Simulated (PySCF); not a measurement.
Cl2Pb, charge +1, doublet, geometry from GFN2-xTB (such geometries of metal compounds can be far from the true shape) (a state made from the parent by changing its charge; the spin is typed, not shown lowest) (core potentials on Pb); CAMB3LYP/def2-SVP (PySCF).

Input for PySCF:
```python
from pyscf import gto, scf, dft

mol = gto.M(
    atom='''
Pb    0.010156   -0.015659    0.634723
Cl    0.889491    1.051078   -1.520427
Cl   -0.938478   -0.975544   -1.541178
''',
    basis='def2-svp',
    ecp={'Pb': 'def2-svp'},
    charge=1,
    spin=1,
    verbose=3,
)

mf = dft.UKS(mol)
mf.xc = 'camb3lyp'
mf.kernel()
mf.analyze()
```

What the program printed (banner, timings and long lists left out):

```
converged SCF energy = -1112.72325232363  <S^2> = 0.75572029  2S+1 = 2.0057121
**** MO energy ****
                             alpha | beta                alpha | beta
MO #1   energy= -101.79579263596   | -101.791651875436  occ= 1 | 1
MO #2   energy= -101.795758263412  | -101.791618148911  occ= 1 | 1
MO #3   energy= -9.74766506017595  | -9.74363001124733  occ= 1 | 1
MO #4   energy= -9.74765014958953  | -9.74362448582026  occ= 1 | 1
MO #5   energy= -7.51936489609381  | -7.50860703371999  occ= 1 | 1
MO #6   energy= -7.51934468643102  | -7.50859212131771  occ= 1 | 1
MO #7   energy= -7.51049754068693  | -7.50583369437903  occ= 1 | 1
MO #8   energy= -7.51047960897607  | -7.50581053988973  occ= 1 | 1
MO #9   energy= -7.50658461928215  | -7.50405864408169  occ= 1 | 1
MO #10  energy= -7.50657367953637  | -7.50404943562368  occ= 1 | 1
MO #11  energy= -5.85881387640477  | -5.85891468297481  occ= 1 | 1
MO #12  energy= -3.6965289280268   | -3.69656733280676  occ= 1 | 1
MO #13  energy= -3.69234247856971  | -3.6924006563019   occ= 1 | 1
MO #14  energy= -3.68961966795112  | -3.68975250232096  occ= 1 | 1
MO #15  energy= -1.2015873538726   | -1.20044733598307  occ= 1 | 1
MO #16  energy= -1.19846593826116  | -1.19735209831052  occ= 1 | 1
MO #17  energy= -1.19533639421822  | -1.19546404153562  occ= 1 | 1
MO #18  energy= -1.1933803642597   | -1.19359283731183  occ= 1 | 1
MO #19  energy= -1.19232334724736  | -1.19228070846047  occ= 1 | 1
MO #20  energy= -1.11925604058125  | -1.09483339146626  occ= 1 | 1
MO #21  energy= -1.07442489800228  | -1.04346630940544  occ= 1 | 1
MO #22  energy= -0.81427292753483  | -0.810182601369384 occ= 1 | 1
MO #23  energy= -0.668977207411352 | -0.601496937889606 occ= 1 | 1
MO #24  energy= -0.61035674318985  | -0.60086825052114  occ= 1 | 1
MO #25  energy= -0.610073594882362 | -0.599950220761418 occ= 1 | 1
MO #26  energy= -0.593285930480879 | -0.578770451205652 occ= 1 | 1
MO #27  energy= -0.575661583239684 | -0.565496845512241 occ= 1 | 1
MO #28  energy= -0.563735805736321 | -0.346716059668999 occ= 1 | 0
MO #29  energy= -0.286109555654794 | -0.285942211072499 occ= 0 | 0
MO #30  energy= -0.244832464642921 | -0.243414110007113 occ= 0 | 0
MO #31  energy= -0.199683763459129 | -0.195732783902044 occ= 0 | 0
MO #32  energy= 0.0106888569952959 | 0.011360669789824  occ= 0 | 0
MO #33  energy= 0.0432420980937989 | 0.0441464737153228 occ= 0 | 0
MO #34  energy= 0.0544043777997464 | 0.0562910920509484 occ= 0 | 0
MO #35  energy= 0.0603492732386756 | 0.0603539159559793 occ= 0 | 0
MO #36  energy= 0.131466990748217  | 0.133426128978305  occ= 0 | 0

WARN: System has nonzero charge 1; the dipole moment is origin-dependent.
Location of origin: [0. 0. 0.]

Dipole moment(X, Y, Z, Debye):  0.05267, -0.08111,  3.28883
```
